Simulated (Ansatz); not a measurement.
Molecular dynamics of FH4NOSi

input.yaml

```yaml
crystal:
  periodic: [false, false, false]
  atoms:
    - { symbol: "N", position_ang: [-0.665786, 0.890653, -0.104163] }
    - { symbol: Si, position_ang: [0.875027, -0.187499, -0.262872] }
    - { symbol: O, position_ang: [0.822977, -1.125067, 1.132516] }
    - { symbol: F, position_ang: [0.5459, -1.231274, -1.514572] }
    - { symbol: H, position_ang: [-1.048661, 1.299981, -0.958885] }
    - { symbol: H, position_ang: [-1.384609, 0.815974, 0.623874] }
    - { symbol: H, position_ang: [0.672115, 1.397089, -0.006032] }
    - { symbol: H, position_ang: [0.275237, -1.916957, 1.034434] }
basis:
  gaussian: { orbitals: cc-pVDZ }
hamiltonian:
  xc: pbe0
  dispersion: d4
md:
  timestep: 0.5
  n_steps: 98
  ensemble: nve
  temperature: 100.0
  initial_velocities: maxwell_boltzmann
  seed: 3413
```

Launched with:

```bash
$ ansatz run input.yaml --threads 1 --pin off --max-ram 2048MiB --backend cpu --events-out ev --progress --plain --runs-dir out
```

It starts at the highest image of a converged band. Of that band: The profile has 2 maxima (images 2, 5) with wells between them (image 3): this band takes more than one step, which may be the mechanism or a detour left from its start path. Neighbouring images differ by up to 2.5 eV, so the band resolves the path poorly. A vibrational analysis at the climbing image gives one clearly imaginary mode, 1486i cm⁻¹: a first-order saddle point.

Output, in part (step lines, the closing report, with atoms numbered from 0):

```
md step     0: t =     0.00 fs  T =   100.0 K  F+E_penalty+E_count = -14187.54283918 eV  E_kin = 0.077556 eV  conserved = -14187.46528318 eV  (25 SCF iters)
md step     1: t =     0.50 fs  T =    97.3 K  F+E_penalty+E_count = -14187.54067997 eV  E_kin = 0.075463 eV  conserved = -14187.46521672 eV  (32 SCF iters)
md step     2: t =     1.00 fs  T =    90.3 K  F+E_penalty+E_count = -14187.53512984 eV  E_kin = 0.070054 eV  conserved = -14187.46507542 eV  (31 SCF iters)
md step     3: t =     1.50 fs  T =    81.8 K  F+E_penalty+E_count = -14187.52835461 eV  E_kin = 0.063433 eV  conserved = -14187.46492180 eV  (24 SCF iters)
md step     4: t =     2.00 fs  T =    74.7 K  F+E_penalty+E_count = -14187.52274251 eV  E_kin = 0.057928 eV  conserved = -14187.46481426 eV  (23 SCF iters)
md step     5: t =     2.50 fs  T =    71.2 K  F+E_penalty+E_count = -14187.51998082 eV  E_kin = 0.055192 eV  conserved = -14187.46478843 eV  (24 SCF iters)
md step     6: t =     3.00 fs  T =    71.7 K  F+E_penalty+E_count = -14187.52048142 eV  E_kin = 0.055631 eV  conserved = -14187.46484994 eV  (24 SCF iters)
md step     7: t =     3.50 fs  T =    75.2 K  F+E_penalty+E_count = -14187.52329024 eV  E_kin = 0.058316 eV  conserved = -14187.46497418 eV  (26 SCF iters)
[... lines left out ...]
Total energy: -14188.61465585 eV, -521.4219712142 hartree
Atom 0 at    -1.068948     1.159897    -0.084336 Å, force     3.765262    -2.586699    -1.809062 eV/Å
Atom 1 at     1.360036    -0.331193    -0.287505 Å, force    -1.233482    -0.363897    -0.204213 eV/Å
Atom 2 at     0.709873    -1.135296     1.083116 Å, force     0.414871    -0.243899    -0.801247 eV/Å
Atom 3 at     0.338582    -1.192220    -1.415051 Å, force     0.842153     0.721868     0.711162 eV/Å
Atom 4 at    -1.018048     1.121704    -1.106029 Å, force    -0.334129    -0.355653     0.310820 eV/Å
Atom 5 at    -1.321076     0.268072     0.302963 Å, force    -0.410006    -0.468407    -0.030406 eV/Å
Atom 6 at    -1.685271     1.828321     0.153503 Å, force    -2.824332     3.141938     1.336161 eV/Å
Atom 7 at     0.330025    -1.933490     0.662101 Å, force    -0.220337     0.154749     0.486784 eV/Å
Dipole moment:    -0.337747     0.090914    -0.055121 e Å
```

The steps, from the saved trajectory:

```tsv
time (fs)	T (K)	potential energy less start (eV)	conserved less start (meV/atom)
0	100	0.000	0.00
1.5	82	0.014	0.05
3	72	0.022	0.05
4.5	81	0.015	0.01
6	62	0.030	0.04
7.5	52	0.038	0.06
9	75	0.019	0.01
10.5	83	0.014	0.06
12	123	-0.017	0.10
13.5	253	-0.118	0.10
15	489	-0.300	0.14
16.5	875	-0.601	-0.07
18	1183	-0.843	-0.33
19.5	1344	-0.964	0.11
21	1609	-1.175	-0.53
22.5	1478	-1.069	-0.07
24	1381	-0.992	0.17
25.5	1670	-1.218	0.02
27	2095	-1.553	-0.70
28.5	1909	-1.404	-0.10
30	1855	-1.362	-0.12
31.5	1951	-1.440	-0.53
33	1606	-1.167	0.12
34.5	1518	-1.098	0.21
36	1829	-1.343	-0.26
37.5	1915	-1.413	-0.64
39	1671	-1.216	0.37
40.5	1824	-1.343	-0.72
42	1477	-1.068	-0.03
43.5	1179	-0.834	0.27
45	1357	-0.975	-0.05
46.5	1567	-1.144	-0.71
48	1331	-0.951	0.45
```

The run went to its last step. The conserved energy stayed within 0.85 meV per atom of its start (net change -0.27 meV per atom), so the integration is sound. The kinetic energy rose, since the run started high on the potential surface and went downhill. It ends in pieces (FHOSi + H3N), so much of that is their flight and rotation, not heat. A run of 0.049 ps of so small a system gives no equilibrium averages. The orbitals stay closed-shell, which can raise the energy where a bond breaks towards radicals; this wasn't checked here.

Between its relaxed ends the band would form N1–H7 and break Si2–H7. These pairs go: N1–H7 1.43 → 0.94 Å, Si2–H7 1.62 → 3.76 Å. In the last frame they stand as after the step (other bonds may differ from the relaxed reactants and products). Also parted: N1–Si2 1.89 → 2.86 Å. It ends as FHOSi + H3N. Pairs count as bonded within 1.25 times the sum of covalent radii (0.12 Å more for H–H).

Last frame:

```xyz
8
Properties=species:S:1:pos:R:3
N -1.069 1.160 -0.084
Si 1.360 -0.331 -0.287
O 0.710 -1.135 1.083
F 0.339 -1.192 -1.415
H -1.018 1.122 -1.106
H -1.321 0.268 0.303
H -1.685 1.828 0.153
H 0.330 -1.933 0.662
```

Run time: 4.3 min on 1 thread of Arm Neoverse V2, with other jobs on the host, peak memory 0.15 GiB.
